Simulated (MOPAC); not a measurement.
Input for MOPAC: PM3 on FH4P (a complex), monomers drawn apart or pushed together.

```
PM3 1SCF PRECISE CHARGE=0 THREADS=1
FH4P

F     -1.44370064 1    -0.22894985 1    -0.24384746 1
H     -0.94647269 1    -0.05062702 1     0.53323070 1
P      0.44601606 1     0.45112153 1     2.71099466 1
H      0.12869582 1    -0.16693680 1     3.94175332 1
H      1.83158382 1     0.17955174 1     2.77356061 1
H      0.53853654 1     1.76070054 1     3.23432202 1
```

Output:

```
*******************************************************************************
 **                                                                           **
 **                              MOPAC v23.2.5                                **
 **                                                                           **
 *******************************************************************************
 ** MOPAC's Digital Object Identifier: https://doi.org/10.5281/zenodo.6511958 **
 **                                                                           **
 ** Please cite the open-source release paper for use of this MOPAC version:  **
 ** J. E. Moussa and J. J. P. Stewart (2026)                                  **
 ** MOPAC: An open-source semiempirical molecular orbital program             **
 ** J. Open Source Softw., 11(119), 8025, https://doi.org/10.21105/joss.08025 **
 *******************************************************************************

                              PM3 CALCULATION RESULTS

 *******************************************************************************
 *  PM3        - The PM3 Hamiltonian to be used
 *
 *
 *
 *                 CHARGE ON SYSTEM = 0
 *
 *
 *
 *  PRECISE    - TIGHTER CRITERIA TO BE USED
 *  1SCF       - DO 1 SCF AND THEN STOP
 *  THREADS=1  - MULTI-THREADING NOT USED
 *  T=         - A TIME OF 172800.0 SECONDS REQUESTED
 *  DUMP=N     - RESTART FILE WRITTEN EVERY 7200.0 SECONDS REQUESTED
 *******************************************************************************
PM3 1SCF PRECISE CHARGE=0 THREADS=1
 FH4P

   ATOM   CHEMICAL          X               Y               Z
  NUMBER   SYMBOL      (ANGSTROMS)     (ANGSTROMS)     (ANGSTROMS)

     1       F         -1.44370064  *  -0.22894985  *  -0.24384746  *
     2       H         -0.94647269  *  -0.05062702  *   0.53323070  *
     3       P          0.44601606  *   0.45112153  *   2.71099466  *
     4       H          0.12869582  *  -0.16693680  *   3.94175332  *
     5       H          1.83158382  *   0.17955174  *   2.77356061  *
     6       H          0.53853654  *   1.76070054  *   3.23432202  *



          CARTESIAN COORDINATES

    NO.       ATOM           X           Y           Z

     1         F         -1.4437     -0.2289     -0.2438
     2         H         -0.9465     -0.0506      0.5332
     3         P          0.4460      0.4511      2.7110
     4         H          0.1287     -0.1669      3.9418
     5         H          1.8316      0.1796      2.7736
     6         H          0.5385      1.7607      3.2343

  H: (PM3): J. J. P. STEWART, J. COMP. CHEM. 10, 209 (1989).
  F: (PM3): J. J. P. STEWART, J. COMP. CHEM. 10, 209 (1989).
  P: (PM3): J. J. P. STEWART, J. COMP. CHEM. 10, 209 (1989).

           Empirical Formula: H4 F P  =     6 atoms



      MOLECULAR POINT GROUP   :   C3v


      RHF CALCULATION, NO. OF DOUBLY OCCUPIED LEVELS = 8


 -------------------------------------------------------------------------------
 PM3 1SCF PRECISE CHARGE=0 THREADS=1
 FH4P



     1SCF WAS SPECIFIED, SO BFGS WAS NOT USED
     SCF FIELD WAS ACHIEVED


                              PM3 CALCULATION
                                                       MOPAC v23.2.5 Linux




          FINAL HEAT OF FORMATION =        -60.71822 KCAL/MOL =    -254.04504 KJ/MOL


          COSMO AREA              =         92.30 SQUARE ANGSTROMS
          COSMO VOLUME            =         68.06 CUBIC ANGSTROMS

          IONIZATION POTENTIAL    =          9.503860 EV
          HOMO LUMO ENERGIES (EV) =         -9.504  1.081
          NO. OF FILLED LEVELS    =          8
          MOLECULAR WEIGHT        =         54.0038         POINT GROUP:  C3v

          MOLECULAR DIMENSIONS (Angstroms)

            Atom       Atom       Distance
            H     5    F     1     4.47204
            H     4    H     6     2.09385
            H     4    H     5     1.74561


          SCF CALCULATIONS        =          1





   ATOM   CHEMICAL          X               Y               Z
  NUMBER   SYMBOL      (ANGSTROMS)     (ANGSTROMS)     (ANGSTROMS)

     1       F         -1.44370064  *  -0.22894985  *  -0.24384746  *
     2       H         -0.94647269  *  -0.05062702  *   0.53323070  *
     3       P          0.44601606  *   0.45112153  *   2.71099466  *
     4       H          0.12869582  *  -0.16693680  *   3.94175332  *
     5       H          1.83158382  *   0.17955174  *   2.77356061  *
     6       H          0.53853654  *   1.76070054  *   3.23432202  *

                             CARTESIAN COORDINATES

   1    F       -1.443700640    -0.228949850    -0.243847460
   2    H       -0.946472690    -0.050627020     0.533230700
   3    P        0.446016060     0.451121530     2.710994660
   4    H        0.128695820    -0.166936800     3.941753320
   5    H        1.831583820     0.179551740     2.773560610
   6    H        0.538536540     1.760700540     3.234322020


           Empirical Formula: H4 F P  =     6 atoms



      MOLECULAR POINT GROUP   :   C3v


                  EIGENVALUES
 -26.16250 -22.94995 -16.60784 -15.63232 -15.63232 -12.74035 -12.74014  -9.50386
   1.08120   1.12849   1.12858   4.23680


              NET ATOMIC CHARGES AND DIPOLE CONTRIBUTIONS

  ATOM NO.   TYPE          CHARGE      No. of ELECS.   s-Pop       p-Pop
    1          F          -0.188670        7.1887     1.64832     5.54035
    2          H           0.177880        0.8221     0.82212
    3          P           0.412658        4.5873     1.68789     2.89945
    4          H          -0.133955        1.1340     1.13395
    5          H          -0.133951        1.1340     1.13395
    6          H          -0.133964        1.1340     1.13396
 DIPOLE           X         Y         Z       TOTAL
 POINT-CHG.    -0.224    -0.083    -0.352     0.425
 HYBRID         1.699     0.614     2.658     3.214
 SUM            1.475     0.531     2.307     2.789


          ATOMIC ORBITAL ELECTRON POPULATIONS

     Atom    s        px        py        pz
    1  F   1.64832   1.87128   1.98344   1.68563
    2  H   0.82212
    3  P   1.68789   0.94444   0.84534   1.10967
    4  H   1.13395
    5  H   1.13395
    6  H   1.13396

 **********************
 *                    *
 * JOB ENDED NORMALLY *
 *                    *
 **********************




 == MOPAC DONE ==
```

The run finished.

Cost: very roughly 0.020 core-seconds.
